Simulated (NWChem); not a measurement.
System: GeSiNH₇; SMILES [SiH3][NH][GeH3]

NWChem input:

```
start job
memory heap 200 mb stack 900 mb global 1100 mb
geometry units angstroms noautosym nocenter noautoz
  Si     0.138790     2.061492    -0.010075
  N     -0.641573     0.529381     0.224785
  Ge     0.049678    -1.156136    -0.030856
  H     -0.824324     3.058549    -0.574503
  H      0.705117     2.665499     1.241254
  H      1.265697     1.849144    -0.967204
  H     -1.529623     0.544255     0.718831
  H     -1.096085    -2.083324    -0.479674
  H      0.679669    -1.731500     1.257617
  H      1.125547    -1.037149    -1.121760
end
basis spherical
  Si library sto-3g
  N library sto-3g
  Ge library sto-3g
  H library sto-3g
end
dft
  xc hfexch
  iterations 150
end
property
  shielding
end
task dft property
```

STO-3G and 3-21G are far too small for this property and stand as cheap habits. Structure relaxed at the PBE0/def2-SVP level.

GIAO values for the isolated, static molecule; σ is the absolute isotropic shielding, δ = σ(reference) − σ with the isolated reference molecule computed at the same levels (1H: tetramethylsilane, 15N: ammonia, 29Si: tetramethylsilane).

Atoms are numbered as in the input.

Give the results of this calculation. (Hartree-Fock/STO-3G, GIAO.) Quantities: δ Si1 (ppm); δ N2 (ppm); σ Ge3 (ppm); δ H4 (rotor mean) (ppm); δ H7 (ppm); δ H8 (rotor mean) (ppm).


```json
{
  "δ Si1 (ppm)": "-41.3",
  "δ N2 (ppm)": "-116.4",
  "σ Ge3 (ppm)": "2353.5",
  "δ H4 (rotor mean) (ppm)": "1.67",
  "δ H7 (ppm)": "-5.08",
  "δ H8 (rotor mean) (ppm)": "1.49"
}
```
